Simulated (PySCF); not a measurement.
Isomers of C2H9NSi, mass 75.050 u with the commonest isotopes. Method used: PBE0-D3(BJ)/def2-SVP geometry optimisation, gas phase in PySCF. One conformer each, none proved a minimum here; rigid rotors.

Problem. Order these by out-of-plane moment Σ m c² = (Ia + Ib − Ic)/2, largest first.
A. `[CH3:1][NH:2][SiH2:3][CH3:4]` with C1–N2–Si3–C4 -62°
B. `CN(C)[SiH3]`
C. `[CH3:1][CH2:2][NH:3][SiH3:4]` with C1–C2–N3–Si4 -148°

Solution. A (10.28 u·Å²), C (9.29 u·Å²), B (6.41 u·Å²).

Problem. Order these by radius of gyration √(Σ m r²/M), largest first.
A. `[CH3:1][CH2:2][NH:3][SiH3:4]` with C1–C2–N3–Si4 -148°
B. `CN(C)[SiH3]`
C. `[CH3:1][NH:2][SiH2:3][CH3:4]` with C1–N2–Si3–C4 -62°

Solution. A (1.725 Å), C (1.567 Å), B (1.497 Å).

Problem. Order these by rotational constant C, smallest first.
A. `[CH3:1][NH:2][SiH2:3][CH3:4]` with C1–N2–Si3–C4 -62°
B. `CN(C)[SiH3]`
C. `[CH3:1][CH2:2][NH:3][SiH3:4]` with C1–C2–N3–Si4 -148°

Solution. C (2361 MHz), A (2905 MHz), B (3123 MHz).

```json
{"SMILES": "CN[SiH2]C", "point group": "C1", "Ia (u·Å²)": "51.38", "Ib (u·Å²)": "143.15", "Ic (u·Å²)": "173.96", "κ": "-0.82", "μa (D)": "0.80", "μb (D)": "0.35", "μc (D)": "0.16"}
{"SMILES": "CN(C)[SiH3]", "point group": "–", "Ia (u·Å²)": "60.06", "Ib (u·Å²)": "114.60", "Ic (u·Å²)": "161.83", "κ": "-0.51", "μa (D)": "0.94", "μb (D)": "0.00", "μc (D)": "0.12"}
{"SMILES": "CCN[SiH3]", "point group": "C1", "Ia (u·Å²)": "23.96", "Ib (u·Å²)": "208.68", "Ic (u·Å²)": "214.08", "κ": "-0.99", "μa (D)": "1.05", "μb (D)": "0.27", "μc (D)": "0.60"}
```
